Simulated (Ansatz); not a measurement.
One change: `C#[C][Ti]([Cl])([Cl])[Cl]` becomes `C#[C][Hf]([Cl])([Cl])[Cl]`.

Ansatz, PBE0-D4/def2-TZVP geometries, multiplicity 1. 

Elements past krypton have def2 core potentials. Scalar relativity is left out up to krypton.

| property | `C#[C][Ti]([Cl])([Cl])[Cl]` |
| --- | --- |
| HOMO–LUMO gap (ωB97M-V/def2-TZVPP) / eV | 9.43 |
| LUMO energy (B3LYP/def2-TZVPP) / eV | -3.84 |
| HOMO energy (B3LYP/def2-TZVPP) / eV | -8.54 |
| HOMO energy (ωB97M-V/def2-TZVPP) / eV | -10.98 |
| LUMO energy (PBE0/def2-TZVPP) / eV | -3.64 |
| HOMO–LUMO gap (PBE0/def2-TZVPP) / eV | 5.17 |

Give the same properties after the change, and the shifts. (Best estimate.)

Ansatz gave: 
| property | `C#[C][Hf]([Cl])([Cl])[Cl]` | shift |
| --- | --- | --- |
| HOMO–LUMO gap (ωB97M-V/def2-TZVPP) / eV | 10.64 | 1.21 |
| LUMO energy (B3LYP/def2-TZVPP) / eV | -2.56 | 1.28 |
| HOMO energy (B3LYP/def2-TZVPP) / eV | -8.50 | 0.04 |
| HOMO energy (ωB97M-V/def2-TZVPP) / eV | -10.98 | 0.00 |
| LUMO energy (PBE0/def2-TZVPP) / eV | -2.38 | 1.26 |
| HOMO–LUMO gap (PBE0/def2-TZVPP) / eV | 6.39 | 1.22 |

B3LYP here is the variant with VWN-RPA as its local correlation; programs differ in this.
